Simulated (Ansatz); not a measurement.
`[AlH2][SiH]([SiH3])[SiH3]` + H₂ → `[AlH2][SiH2][SiH3]` + SiH₄  (hydrogenolysis of the Si–Si bond)

Isolated molecules relaxed with PBE0-D4/def2-TZVP in Ansatz; ΔE leaves out vibrations. CBS: MP2 limit from def2 TZ/QZ plus the TZ coupled-cluster correction, frozen cores. This one scheme is used for every species. DFT in def2-TZVPP. B3LYP here is the variant with VWN-RPA as its local correlation; programs differ in this.

`[AlH2][SiH]([SiH3])[SiH3]`:

Z-matrix (Å, degrees):
```
Si
Si 1 2.340
Si 1 2.340 2 105.9
Al 1 2.439 2 110.1 3 119.0
H 1 1.493 2 108.6 3 -116.5
H 2 1.489 1 111.2 3 -179.8
H 2 1.488 1 111.3 3 59.3
H 2 1.488 1 109.0 3 -60.5
H 3 1.488 1 109.1 2 61.1
H 3 1.488 1 111.3 2 -58.7
H 3 1.489 1 111.2 2 -179.7
H 4 1.588 1 121.8 2 122.2
H 4 1.588 1 118.4 2 -57.8
```

H₂:

Z-matrix (Å, degrees):
```
H
H 1 0.746
```

`[AlH2][SiH2][SiH3]`:

```xyz
10

Al    1.450   -1.682   -0.030
Si   -0.712   -0.601    0.352
Si   -0.572    1.666   -0.225
H     1.793   -2.305   -1.450
H     2.545   -1.710    1.119
H    -1.133   -0.674    1.782
H    -1.798   -1.206   -0.473
H    -1.860    2.378   -0.005
H     0.481    2.332    0.589
H    -0.196    1.801   -1.659
```

SiH₄:

```xyz
5

Si    0.000    0.000    0.000
H     0.465   -0.948    1.044
H    -1.199    0.726    0.489
H    -0.345   -0.752   -1.233
H     1.080    0.974   -0.300
```

```csv
level,ΔE (kcal/mol),difference from CCSD(T)/CBS
PBE-D4,2.7,3.1
r2SCAN-D4,1.0,1.4
PBE0-D4,1.4,1.8
B3LYP-D4,-1.0,-0.6
ωB97X-V,-1.6,-1.2
ωB97M-V,-1.8,-1.4
B2PLYP,-3.0,-2.6
PBE,0.6,1.0
r2SCAN,0.4,0.8
PBE0,-0.5,-0.1
B3LYP,-4.3,-3.9
HF/def2-TZVPP,-9.4,-9.0
MP2/def2-TZVPP,-0.3,0.1
SCS-MP2/def2-TZVPP,-2.7,-2.3
CCSD/def2-TZVPP,-3.0,-2.6
CCSD(T)/def2-TZVPP,-1.4,-1.0
HF/def2-QZVPP,-9.5,-9.1
MP2/def2-QZVPP,0.2,0.6
SCS-MP2/def2-QZVPP,-2.2,-1.8
HF/CBS(def2),-9.5,-9.1
MP2/CBS(def2),0.6,1.0
CCSD/CBS(def2),-2.0,-1.6
CCSD(T)/CBS,-0.4,0
```

Largest T1 diagnostic among the species: 0.014.

In def2-TZVPP, CCSD(T) changes the Hartree–Fock value by +8.1 kcal/mol (the triples alone add +1.6 kcal/mol) and MP2 by +9.1 kcal/mol. From PBE to PBE0 (25 % exact exchange), in def2-TZVPP and without D4, ΔE moves by −1.1 kcal/mol.
